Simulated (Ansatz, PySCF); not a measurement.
Diatomic ZrSi, closed-shell singlet (lowest of 2S+1 = 1, 3, 5, 7 at CCSD(T)/def2-TZVPP on PBE0 minima; our sources give no spin for the ground state, which may be another). No spin–orbit coupling.

Seven points along R, fitted to fifth degree in 1/R; most abundant isotopes. Runs in def2 and cc sets follow the lowest solution found near the PBE0 minimum. The singlet is held restricted. HF and MP2 rows in def2 and cc sets belong to the determinant that coupled cluster picked by its CCSD energy.

Correlated levels freeze the inner cores; with def2 sets outer-core shells near the valence are correlated too. CBS(a, b) extrapolates the correlation energy as X⁻³ and adds the Hartree–Fock energy of set b. Rows in LANL2DZ carry no dispersion term and start afresh at each structure. LANL2DZ brings its own core potentials from Na on.

Codes used: Ansatz (Gaussian basis) for Hartree–Fock, density functionals and correlated methods; PySCF for LANL2DZ rows.  In def2 rows elements past Kr take small-core potentials, without spin–orbit coupling.

Q: What bond length and harmonic frequency does BP86/LANL2DZ give?

A: r_e = 2.368 Å, ω_e = 442 cm⁻¹.

Q: What bond length and harmonic frequency does SCS-MP2/def2-TZVPP give?

A: r_e = 2.385 Å, ω_e = 407 cm⁻¹.

Q: What bond length and harmonic frequency does CCSD(T)/CBS(def2-TZVPP, def2-QZVPP) give?

A: r_e = 2.343 Å, ω_e = 432 cm⁻¹.

Doubts at one or more of the structures used: a restricted determinant that unrestricted orbitals would lower (SCS-MP2/def2-TZVPP, CCSD(T)/CBS(def2-TZVPP, def2-QZVPP)).

Ansatz is a first-principles code.
